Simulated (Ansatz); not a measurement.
Compare A (`CC([SiH3])[SiH2]F`) with its isomer B (`C[SiH]([SiH3])CF`).

Computed with Ansatz on PBE0-D4/def2-TZVP structures; ΔE is electronic, products minus reactants. CBS: MP2 limit from def2 TZ/QZ plus the TZ coupled-cluster correction, frozen cores. DFT in def2-TZVPP. B3LYP here is the variant with VWN-RPA as its local correlation; programs differ in this. Each species was taken in one conformer, which may not be the lowest.

Question: Which isomer does CCSD(T)/CBS put lower? Give the gap. (An estimate is asked.)

Answer: The calculation gave: A, by 48.0 kcal/mol.

Question: Give E(B) − E(A) in kcal/mol with MP2/def2-TZVPP, ωB97M-V, CCSD(T)/def2-TZVPP, CCSD/def2-TZVPP, B3LYP-D4, PBE-D4, B3LYP. (Estimate.)

Answer: Ansatz gave: MP2/def2-TZVPP 51.4, ωB97M-V 46.8, CCSD(T)/def2-TZVPP 47.3, CCSD/def2-TZVPP 47.6, B3LYP-D4 44.2, PBE-D4 39.8, B3LYP 43.3. None reverses the order clearly.

Largest T1 diagnostic: 0.012.

From PBE to PBE0 (25 % exact exchange), in def2-TZVPP and without D4, E(B) − E(A) moves by +2.7 kcal/mol. The D4 term adds +0.9 kcal/mol with B3LYP and +0.4 kcal/mol with PBE0; it sums over pairs of atoms, weighted by their polarisabilities, and B3LYP, whose exchange is more repulsive, gets the larger term.
